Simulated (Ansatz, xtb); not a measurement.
**C2H7FSSi: 3 structures ranked**

3 gas-phase structures of C2H7FSSi, from a drawn sample of its isomers (lower ones may exist). Each was relaxed with GFN2-xTB; where two conformers were screened, the lower at r2SCAN-D4/def2-SVP is listed:

A. `C[Si](C)(F)S`, a singlet
B. `C[Si@@H](F)CS`, a singlet
C. `C[Si@@H](S)CF`, a singlet

Problem. Which do you expect lowest at r2SCAN-D4/def2-SVP, and how would the others follow?

Solution. Calculated order at r2SCAN-D4/def2-SVP: A (0.000), B (1.337), C (2.581) eV.

Energies above the lowest of each column, in eV; the last columns are at PBE-D3(BJ)/def2-SVP geometries:

```csv
structure,GFN2-xTB,HF/STO-3G,r2SCAN-D4/def2-SVP,PBE-D3(BJ)/def2-SVP,CCSD(T)/def2-SVP + ΔMP2/def2-TZVPP
A,0.000,0.000,0.000,0.000,0.000
B,0.715,1.056,1.337,1.288,1.293
C,1.714,1.213,2.581,2.460,2.737
```

Every level run on A puts it lowest or level with the lowest. Flexible structures stand in one conformer each, not always the lowest. The ΔMP2 step shifts differences by up to 0.160 eV, which makes them less sure. ΔMP2 is the change of the MP2 energy from the smaller to the larger basis.

Programs: Ansatz 0.2.0, xtb 6.7.1.
